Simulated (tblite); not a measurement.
CH13NOSi5.
Cartesian coordinates in Å at the GFN2-xTB level; atoms count from 1:
```xyz
21
CH13NOSi5 angstrom
C     -2.518   -2.127   -1.449
Si    -1.328   -1.440   -0.124
Si    -1.676    0.747    0.632
N     -0.124    1.089   -0.139
Si     0.712    2.595   -0.005
Si     0.594   -0.363   -0.838
O      1.922   -0.788    0.003
Si     2.876   -0.546    1.285
H     -2.731   -1.387   -2.214
H     -2.108   -3.005   -1.941
H     -3.463   -2.419   -1.001
H     -1.218   -2.518    0.891
H     -2.686    1.649    0.054
H     -1.607    1.094    2.061
H      1.382    2.698    1.298
H      1.691    2.668   -1.089
H     -0.288    3.657   -0.137
H      1.149   -0.070   -2.158
H      3.776    0.570    0.998
H      3.586   -1.818    1.411
H      2.049   -0.270    2.461
```

All values are computed: GFN2-xTB (tblite) harmonic vibrations without scaling, gas phase. Against measured fundamentals such values can be off by several per cent, at times by over 20. Modes of hydrogen on silicon can be 10 to 20 % off. One conformer, not necessarily the lowest.

Harmonic wavenumbers (cm⁻¹): 29.8, 42.5, 50.9, 70.1, 80.8, 105.8, 109.9, 129.5, 146.3, 164.6, 187.1, 265.0, 285.9, 355.6, 393.4, 431.7, 443.6, 476.0, 535.9, 558.8, 570.9, 582.8, 590.1, 598.6, 613.0, 629.2, 668.3, 703.3, 741.9, 766.3, 773.2, 782.3, 790.1, 794.5, 800.6, 812.0, 818.4, 833.1, 883.6, 1013.4, 1066.7, 1361.6, 1487.2, 1492.5, 2047.0, 2128.1, 2158.0, 2193.5, 2226.4, 2237.1, 2241.6, 2253.2, 2257.0, 2272.4, 3034.5, 3038.4, 3043.7.

A = 1046, B = 674.7, C = 487.3 MHz; mass 194.984 u (most abundant isotopes); point group C1, symmetry number 1.

What is the zero-point energy?

Half the sum of the wavenumbers: 28084 cm⁻¹ = 80.30 kcal/mol.

Entropy at 400 K, 1 bar (ideal gas, RRHO, classical rotation)?

Translation 43.19, rotation 32.09, vibration 71.87: S = 147.2 cal/(mol K).

And Cp and H(400 K) − H(0)?

Cp = 69.21 cal/(mol K), of which vibrations give 61.26 (their classical limit is 57 R = 113.3); H(400 K) − H(0) = 17.05 kcal/mol without the zero-point energy, 13.87 from vibrations.

What must be added to the electronic energy to get the Gibbs energy at 400 K and 1 bar?

ZPE + [H(400 K) − H(0)] − T·S = 80.30 + 17.05 − 58.86 = 38.49 kcal/mol.

How do the functions run with temperature in this model?

```json
{"T (K)": "150", "S (cal/(mol K))": "96.6", "Cp (cal/(mol K))": "35.9", "H − H(0) (kcal/mol)": "3.49", "G − H(0) (kcal/mol)": "-11.01", "ln q(vib)": "6.97"}
{"T (K)": "250", "S (cal/(mol K))": "118.7", "Cp (cal/(mol K))": "51.7", "H − H(0) (kcal/mol)": "7.88", "G − H(0) (kcal/mol)": "-21.80", "ln q(vib)": "11.88"}
{"T (K)": "298.15", "S (cal/(mol K))": "128.4", "Cp (cal/(mol K))": "58.3", "H − H(0) (kcal/mol)": "10.53", "G − H(0) (kcal/mol)": "-27.76", "ln q(vib)": "14.14"}
{"T (K)": "600", "S (cal/(mol K))": "178.1", "Cp (cal/(mol K))": "83.5", "H − H(0) (kcal/mol)": "32.43", "G − H(0) (kcal/mol)": "-74.45", "ln q(vib)": "26.94"}
{"T (K)": "900", "S (cal/(mol K))": "214.7", "Cp (cal/(mol K))": "96.6", "H − H(0) (kcal/mol)": "59.62", "G − H(0) (kcal/mol)": "-133.61", "ln q(vib)": "37.58"}
```

q(vib) and H(0) count from the zero-point level.

Hindered rotation and anharmonicity are outside this model. Other conformers, if any are populated, would add a mixing term that is left out. The structure is chiral; the term R ln 2 for an equal mix with its mirror image is left out.
